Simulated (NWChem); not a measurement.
**Correlation energy of Ge (-1)**

```
Ge
```
Charge -1, spin multiplicity 4.

Program: NWChem.

Basis set: def2-TZVPD. Each correlation energy counts from its own Hartree-Fock reference.

The Hamiltonian is non-relativistic. The correlated methods keep 9 core orbitals frozen. No SCF solution was tested for a lower state. Open-shell Hartree-Fock references start from PBE0 orbitals. Coupled-cluster values serve here as a point of comparison, not as the truth.

```csv
method,correlation energy (mHa)
CCSD[T] on ROHF,-215.5
CCSD(T) on ROHF,-214.7
SCS-UMP2,(withheld)
CCSD[T] on UHF,-213.8
CCSD on UHF,-205.4
UMP2,(withheld)
CCSD(T) on UHF,-213.1
CCSD on ROHF,-206.7
```

Question: Complete the blanks.

Answer: 
- SCS-UMP2, correlation energy (mHa): -181.4
- UMP2, correlation energy (mHa): -200.9
